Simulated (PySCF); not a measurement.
A structure optimised at PBE-D3(BJ)/def2-SVP, used in a PySCF frequency run:

```xyz
7

In     0.5093     0.0053     0.0000
O      2.5285     0.1226     0.0000
H      2.9193    -0.7728     0.0000
Se    -0.7201    -2.2249     0.0000
H      0.5734    -2.9580     0.0000
Se    -0.6533     2.2518     0.0000
H     -1.9766     1.5743     0.0000
```
Charge 0, spin multiplicity 1.

### Question
Write its SMILES, formula and point group.

### Answer
[OH][In]([SeH])[SeH], H3InOSe2, Cs

### Question
What are its rotational constants (standard atomic weights)?

### Answer
2.3052, 0.62886, 0.49407 GHz
